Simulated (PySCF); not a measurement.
Radial density of Rh⁺ (rhodium, charge +1)

UHF, [Kr] 4d8, high-spin 3F determinant. All numbers are calculated (PySCF 2.14, scalar relativity by spin-free X2C-1e, in aug-cc-pwCVTZ-DK (11s10p8d4f3g, 136 functions)).

| r (bohr) | 4πr²ρ (e/bohr) | 4πr²(ρα − ρβ) |
| --- | --- | --- |
| 0.0268 | 56.32 | -0.0016 |
| 0.0450 | 48.56 | -0.0013 |
| 0.0757 | 63.94 | 0.0170 |
| 0.127 | 65.67 | 0.1426 |
| 0.214 | 47.23 | 0.3547 |
| 0.360 | 52.87 | 0.1301 |
| 0.606 | 16.39 | 0.2100 |
| 1.02 | 15.45 | 1.4899 |
| 1.72 | 5.521 | 0.9789 |
| 2.88 | 0.6678 | 0.1287 |
| 4.85 | 0.01941 | 0.0017 |
| 8.16 | 4.267e-05 | 0.0000 |

Densities and radii are taken from the X2C orbitals without a picture-change correction, which distorts them close to the nucleus.
